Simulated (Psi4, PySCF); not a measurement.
Here is a job for PySCF.
```python
from pyscf import gto, scf, mp

mol = gto.M(
    atom='''
C     1.283261   -1.618523   -0.182693
Si   -0.012446   -0.164703    0.028780
C    -1.500518   -1.256528    0.685078
Cl    0.592757    1.105828    1.440244
Cl   -0.461648    0.629193   -1.743421
H     0.915584   -2.347456   -0.897582
H     2.200611   -1.169917   -0.553674
H     1.468960   -2.097307    0.773277
H    -2.332876   -0.580396    0.859523
H    -1.778363   -1.997143   -0.057813
H    -1.224987   -1.746994    1.613045
''',
    basis='sto-3g',
    charge=1,
    spin=1,
    verbose=4,
)

mf = scf.UHF(mol)
mf.kernel()

pt = mp.MP2(mf, frozen=17)
pt.kernel()
print('E(MP2) = %.10f' % pt.e_tot)
```

### Question
Give the equivalent Psi4 input.

### Answer
This is not unique; one that fits is 
```
memory 2 GB

molecule mol {
1 2
C     1.283261   -1.618523   -0.182693
Si   -0.012446   -0.164703    0.028780
C    -1.500518   -1.256528    0.685078
Cl    0.592757    1.105828    1.440244
Cl   -0.461648    0.629193   -1.743421
H     0.915584   -2.347456   -0.897582
H     2.200611   -1.169917   -0.553674
H     1.468960   -2.097307    0.773277
H    -2.332876   -0.580396    0.859523
H    -1.778363   -1.997143   -0.057813
H    -1.224987   -1.746994    1.613045
}

set {
  basis sto-3g
  reference uhf
  freeze_core true
  mp2_type conv
  scf_type pk
  puream true
  d_convergence 1e-8
}

energy('mp2')
print_variables()
```

Both were run: PySCF gave -1273.033260 Eh and Psi4 -1273.033260 Eh, 0.000 mEh apart.
